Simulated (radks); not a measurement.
Valence configurations of the chlorine ion Cl3+ (all share [Ne]). Method: Dirac Kohn-Sham, PBE, spin-unpolarised, spherical densities, point nucleus; open shells are shared between the two j in proportion to 2j + 1; computed with a radial shooting solver on a logarithmic mesh with Libxc functionals. Energies are relative to 3s2 3p2; eigenvalues in eV.

| valence | E (eV) | e(3p1/2) | e(3p3/2) | e(3s1/2) |
|---|---|---|---|---|
| 3s2 3p2 | 0.000 | -45.234 | -45.050 | -58.874 |
| 3s1.5 3p2.5 | 6.886 | -45.488 | -45.303 | -59.146 |
| 3s1 3p3 | 13.782 | -45.738 | -45.552 | -59.414 |
| 3s0.5 3p3.5 | 20.686 | -45.983 | -45.796 | -59.676 |
| 3p4 | 27.599 | -46.225 | -46.037 | - |

NIST lists [Ne] 3s2 3p2 as the ground configuration; this level of theory agrees among the configurations tried. The energies are those of spherical spin-averaged densities, not of single terms.
